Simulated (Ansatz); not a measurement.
Compare A (`CN[BH][AlH2]`) with its isomer B (`[CH3][AlH][BH]N`).

Calculated with Ansatz (gas phase, PBE0-D4/def2-TZVP geometries, no zero-point term in ΔE). CCSD(T)/CBS adds triple-zeta CCSD(T) − MP2 to the extrapolated MP2 energy (def2 sets, frozen cores). DFT in def2-TZVPP. B3LYP here is the variant with VWN-RPA as its local correlation; programs differ in this. Each species was taken in one conformer, which may not be the lowest.

(1) Which is lower in electronic energy at CCSD(T)/CBS, and by how much? (Best estimate.)

(2) Give E(B) − E(A) in kJ/mol with B2PLYP, PBE-D4, BLYP-D4, r2SCAN-D4, CCSD(T)/def2-SVP, B3LYP, ωB97M-V. (Estimate.)

(3) Does the order hold for the free energy at 298.15 K (harmonic terms from PBE0-D4)? (Estimate.)

Largest T1 diagnostic: 0.014.

## Answers

(1) Computed: B, by 69.9 kJ/mol.

(2) Ansatz gave: B2PLYP -69.3, PBE-D4 -67.9, BLYP-D4 -65.3, r2SCAN-D4 -72.4, CCSD(T)/def2-SVP -51.2, B3LYP -68.6, ωB97M-V -71.5. None reverses the order clearly.

(3) Computed: Yes: G(B) − G(A) = -72.6 kJ/mol, for one conformer each. Modes under 60 cm⁻¹, often nearly free rotors, make the harmonic entropy too high.

In def2-TZVPP, CCSD(T) changes the Hartree–Fock value by −5.3 kJ/mol (the triples alone add −0.0 kJ/mol) and MP2 by −9.3 kJ/mol. At CCSD(T), def2-SVP lies +18.7 kJ/mol from the extrapolated value and def2-TZVPP +2.5 kJ/mol.
